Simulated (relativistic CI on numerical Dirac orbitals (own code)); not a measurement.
## Mn7+: L2,3 absorption edge

Computed with this model: Dirac-Coulomb-Breit CI, orbitals from a KLI potential per configuration, a model potential for QED, valence Slater integrals scaled by 0.9, multiplet model of core-to-valence dipole absorption; configurations [Ne] 3s2 3p6 → [He] 2s2 2p5 3s2 3p6 3d; 300 K; Lorentzian 0.6 eV and Gaussian 0.3 eV FWHM. Energies are those of the free ion, without screening or charge transfer. The branching ratio is the share of the lower-energy edge in the whole absorption, uncertain by about 0.02 where the edges overlap. S is read from ⟨S²⟩ = S(S + 1).

Field parameters in Wybourne normalisation: Td as Oh with Dq negative (B⁴₀ = 21Dq, B⁴₄ = √(5/14) B⁴₀). The field is a parameter set, without covalency.

Computed curve for Td, 10Dq = -15750 cm⁻¹, scaled to 100 at the maximum (points under 2 are left out and the grid is thinned):

| Energy (eV) | Intensity |
| --- | --- |
| 659.8 | 2.0 |
| 660.0 | 2.6 |
| 660.1 | 2.5 |
| 662.1 | 2.0 |
| 663.4 | 2.3 |
| 663.6 | 2.9 |
| 663.7 | 3.3 |
| 663.9 | 4.5 |
| 664.1 | 6.5 |
| 664.3 | 10.3 |
| 664.4 | 13.5 |
| 664.6 | 24.5 |
| 664.8 | 42.0 |
| 664.9 | 49.2 |
| 665.1 | 47.0 |
| 665.3 | 29.6 |
| 665.5 | 16.2 |
| 665.6 | 12.2 |
| 665.8 | 7.5 |
| 666.0 | 5.0 |
| 666.2 | 3.6 |
| 666.3 | 3.2 |
| 666.5 | 2.4 |
| 669.9 | 2.3 |
| 670.0 | 2.9 |
| 670.2 | 4.8 |
| 670.4 | 7.1 |
| 670.6 | 7.2 |
| 670.7 | 6.2 |
| 670.9 | 4.0 |
| 671.1 | 2.6 |
| 671.3 | 2.0 |
| 672.3 | 2.0 |
| 672.5 | 2.3 |
| 672.7 | 2.6 |
| 672.9 | 3.1 |
| 673.0 | 3.5 |
| 673.2 | 4.3 |
| 673.4 | 5.6 |
| 673.5 | 6.4 |
| 673.7 | 8.9 |
| 673.9 | 13.1 |
| 674.1 | 21.1 |
| 674.2 | 27.7 |
| 674.4 | 50.5 |
| 674.6 | 85.3 |
| 674.8 | 100.0 |
| 674.9 | 90.0 |
| 675.1 | 55.3 |
| 675.3 | 30.2 |
| 675.4 | 22.8 |
| 675.6 | 14.0 |
| 675.8 | 9.3 |
| 676.0 | 6.7 |
| 676.1 | 5.7 |
| 676.3 | 4.4 |
| 676.5 | 3.5 |
| 676.7 | 2.8 |
| 676.8 | 2.5 |
| 677.0 | 2.1 |

The ground state has S = 0.00, and the centroid lies at 671.15 eV.
